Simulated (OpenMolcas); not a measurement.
Rh2+ in a point-charge field

Rh2+ among 2 point charges of -2 e arranged as a linear pair (D∞h), 2.08 Å from the ion.
```
   0.0000    0.0000    2.0800  -2.00
   0.0000    0.0000   -2.0800  -2.00
```

```
Program             : OpenMolcas 26.06
Method              : SS-CASPT2, IPEA 0.25 Eh, imaginary shift 0.1 Eh (closed shells correlated: 4s 4p)
Basis               : ANO-RCC-VTZP [7s6p4d2f1g]
Scalar Hamiltonian  : DKH2, point nucleus
Active space        : 7 electrons in 5 orbitals (4d)
State averaging     : 2S+1 = 4 even, 10 roots; 2S+1 = 2 even, 40 roots
Spin-orbit coupling : state interaction with AMFI integrals over the reference wave functions
```

The lowest spin-free states (labels by Λ), above the lowest:

```csv
State,Degeneracy,E (cm-1),Free-ion L (%)
4Σ,1,0,F (55)
4Φ,2,3380,F (100)
4Δ,2,5650,F (100)
4Π,2,5800,F (90)
2Σ,1,11210,H (76)
2Π,2,11980,H (42)
2Δ,2,13450,D (40)
2Σ,1,13970,G (94)
2Π,2,14340,G (66)
2Π,2,16310,P (64)
2Δ,2,16890,G (68)
2Φ,2,16950,G (75)
4Σ,1,17260,P (55)
2Γ,2,19510,G (76)
2Δ,2,20440,D (44)
2Φ,2,22150,H (69)
2Σ,1,22790,P (76)
4Π,2,23030,P (90)
2Π,2,23480,D (81)
2Σ,1,26560,D (100)
```

The lowest levels with spin-orbit coupling:

```json
{"E (cm-1)": "0", "Degeneracy": "2", "2S+1": "4", "g": "1.96 4.94 4.94"}
{"E (cm-1)": "71", "Degeneracy": "2", "2S+1": "4", "g": "0.00 0.00 5.89"}
{"E (cm-1)": "1890", "Degeneracy": "2", "2S+1": "4", "g": "0.00 0.00 11.98"}
{"E (cm-1)": "2760", "Degeneracy": "2", "2S+1": "4", "g": "0.00 0.00 8.35"}
{"E (cm-1)": "3580", "Degeneracy": "2", "2S+1": "4", "g": "0.00 0.00 5.14"}
{"E (cm-1)": "4530", "Degeneracy": "2", "2S+1": "4", "g": "0.00 0.00 1.89"}
{"E (cm-1)": "5090", "Degeneracy": "2", "2S+1": "4", "g": "0.00 0.00 6.24"}
{"E (cm-1)": "5240", "Degeneracy": "2", "2S+1": "4", "g": "0.00 0.00 9.62"}
{"E (cm-1)": "5610", "Degeneracy": "2", "2S+1": "4", "g": "0.00 0.00 1.67"}
{"E (cm-1)": "5690", "Degeneracy": "2", "2S+1": "4", "g": "0.56 0.72 0.72"}
{"E (cm-1)": "6770", "Degeneracy": "2", "2S+1": "4", "g": "0.17 0.17 3.88"}
{"E (cm-1)": "6800", "Degeneracy": "2", "2S+1": "4", "g": "0.00 0.00 6.62"}
{"E (cm-1)": "7550", "Degeneracy": "2", "2S+1": "4", "g": "0.00 0.00 2.63"}
{"E (cm-1)": "7780", "Degeneracy": "2", "2S+1": "4", "g": "0.13 0.13 1.26"}
{"E (cm-1)": "11150", "Degeneracy": "2", "2S+1": "2", "g": "1.71 2.19 2.19"}
{"E (cm-1)": "11270", "Degeneracy": "2", "2S+1": "2", "g": "0.00 0.00 3.61"}
{"E (cm-1)": "12560", "Degeneracy": "2", "2S+1": "2", "g": "0.56 0.98 0.98"}
{"E (cm-1)": "13820", "Degeneracy": "2", "2S+1": "2", "g": "0.00 0.00 2.93"}
{"E (cm-1)": "13870", "Degeneracy": "2", "2S+1": "2", "g": "0.00 0.00 5.93"}
{"E (cm-1)": "14520", "Degeneracy": "2", "2S+1": "2", "g": "0.57 2.12 2.12"}
```

Powder χT (cm3 K/mol): 1.69 at 2 K, 1.88 at 10 K, 2.47 at 50 K, 2.59 at 100 K, 2.61 at 200 K, 2.63 at 300 K. The effective moment at 300 K is 2.828 √(χT) = 4.58 μB.

The lowest level has 2S+1 = 4, for which the spin-only value is χT = S(S+1) / 2 = 1.875 cm3 K/mol (g = 2). The computed 2.626 at 300 K differs by +0.751, through orbital momentum, spin-orbit coupling and any other state in reach.

Roots that are degenerate in the reference are averaged as groups; the widest CASPT2 spread within a group is 14 cm-1 (the 2-fold group of multiplicity 2 near 20400 cm-1 above the lowest state of its run). Shifts and gaps below about the spread of the groups concerned are not significant. Point charges give a weaker field than real ligands, and real ions of this kind are as a rule low spin; the high spin found here belongs to the model. Free-ion shares, where given, are those of the reference states; single-state CASPT2 does not remix them. This is an electrostatic model: the charges have no orbitals. No measured value stands beside these numbers.

The CASPT2 steps took 5.4 s on 1 thread of Arm Neoverse V2, with other jobs on the host; the integral step is not counted.
